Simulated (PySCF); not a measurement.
# Radial density of Kr⁺ (krypton, charge +1)

UHF, [Ar] 3d10 4s1 4p6, 2S determinant (an excited configuration). Computed with PySCF 2.14 in aug-cc-pVDZ-PP with ECP10MDF, with a scalar-relativistic core potential. This is the valence pseudo-density: the core potential removes the inner electrons and smooths the orbitals near the nucleus.

```tsv
r (bohr)	4πr²ρ (e/bohr)	4πr²(ρα − ρβ)
0.000619	5.031e-05	0.0000
0.00104	0.0001421	0.0000
0.00175	0.0004003	0.0000
0.00295	0.001118	0.0001
0.00495	0.003055	0.0003
0.00833	0.007860	0.0008
0.0140	0.01756	0.0017
0.0236	0.03136	0.0030
0.0397	0.05505	0.0043
0.0667	0.1950	0.0047
0.112	1.442	0.0066
0.189	8.292	0.0304
0.317	28.23	0.1975
0.534	32.53	0.0759
0.898	8.774	0.4140
1.51	5.071	0.9350
2.54	1.627	0.0423
4.27	0.08300	-0.0191
7.19	1.693e-05	0.0000
```

Energies and moments cover only the electrons outside the core potential.

**Question.** Where is the radial spin density 4πr²(ρα − ρβ) most negative, and why is it negative at all?

**Answer.** Around r = 4.27 bohr, down to -0.0191 e/bohr: exchange with the open shell polarises the paired shells in an unrestricted calculation.
